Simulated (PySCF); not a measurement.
## One molecule, a ladder of functionals, a line

Molecule: `[SiH3]C(OC)[SiH3]`, C₂H₁₀OSi₂.

Bonds (- single, = double, # triple, : aromatic): C1-O2 1.397 Å, O2-C3 1.423 Å, C3-Si4 1.900 Å, C3-Si5 1.905 Å. C1 carries H6, H7, H8; C3 carries H9; Si4 carries H10, H11, H12; Si5 carries H13, H14, H15.

GIAO shieldings (ppm, equivalent atoms averaged) in PySCF 2.14.0 with density-fitted response routines on the PBE0-D3(BJ)/def2-SVP geometry, basis pcSseg-1, gas phase, non-relativistic:

```tsv
functional	exact exchange (%)	σ(C1)	σ(C3)	σ(O2)	σ(Si4/Si5)
BLYP	0	111.9	114.0	321.1	402.4
BP86	0	116.8	119.7	327.9	410.9
PBE	0	117.5	120.3	326.7	412.7
B3LYP	20	117.5	121.3	335.9	412.0
PBE0	25	123.8	128.9	343.8	424.1
mPW1PW91	25	122.9	128.2	343.6	421.8
HF	100	135.6	144.8	378.4	455.0
```

Question: Fit each shielding as a line in the percentage of exact exchange.

Answer: σ(C1) = 115.9 + 0.20 x (rms 2.3 ppm); σ(C3) = 118.8 + 0.27 x (rms 2.8 ppm); σ(O2) = 326.7 + 0.53 x (rms 3.0 ppm); σ(Si4/Si5) = 408.5 + 0.47 x (rms 4.0 ppm). The functionals also differ in their semilocal parts, which the line can't hold; Hartree–Fock has no correlation at all.

Question: What does the line predict for BHandHLYP (50 %), and what does the run give?

Answer: σ(C1): 125.9 predicted, 124.6 computed; σ(C3): 132.3 predicted, 130.5 computed; σ(O2): 353.2 predicted, 353.8 computed; σ(Si4/Si5): 432.0 predicted, 427.0 computed ppm.
